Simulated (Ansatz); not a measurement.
Geometry optimisation, UKS PBE/def2-SVP (Ansatz).

The input (input.yaml):

```yaml
crystal:
  periodic: [false, false, false]
  atoms:
    - { symbol: W, position_ang: [0.0, 0.0, -0.032167] }
    - { symbol: Cl, position_ang: [0.0, 0.0, 2.332039] }
    - { symbol: F, position_ang: [1.861858, 0.0, -0.049759] }
    - { symbol: F, position_ang: [0.0, 1.861858, -0.049759] }
    - { symbol: F, position_ang: [-1.861858, 0.0, -0.049759] }
    - { symbol: F, position_ang: [0.0, -1.861858, -0.049759] }
    - { symbol: F, position_ang: [0.0, 0.0, -1.893607] }
    - { symbol: F, position_ang: [0.0, 0.0, 5.022772] }
magnetization:
  spin_polarized: true
  initial_magnetization: 1
basis:
  gaussian: { orbitals: def2-SVP }
hamiltonian:
  xc: pbe
relax:
  f_tol: 0.03
  max_steps: 50
```

Run as:

```bash
$ ansatz run input.yaml --threads 4 --pin off --max-ram 5120MiB --backend cpu --events-out ev --progress --plain --runs-dir out
```

Question: Where does it end, and by what steps?

Answer: The forces met the threshold. After 4 steps the energy has fallen by 0.107 eV; F8 moved furthest, 0.41 Å.

| step | energy less start (eV) | largest force component (eV/Å) | accepted |
| --- | --- | --- | --- |
| 0 | 0.0000 | 0.896 | yes |
| 1 | -0.0462 | 0.519 | yes |
| 2 | -0.1001 | 0.216 | yes |
| 3 | -0.0830 | 0.396 | no |
| 4 | -0.1074 | 0.030 | yes |

```xyz
8
Properties=species:S:1:pos:R:3
W 0.000 0.000 0.041
Cl 0.000 0.000 2.356
F 1.862 0.000 0.010
F 0.000 1.862 0.010
F -1.862 0.000 0.010
F 0.000 -1.862 0.010
F 0.000 0.000 -1.824
F 0.000 0.000 4.618
```

Whether the end is a true minimum wasn't checked by a vibrational analysis.

Run time: 57 s on 4 threads of Arm Neoverse V2 (shared host), peak memory 0.36 GiB.
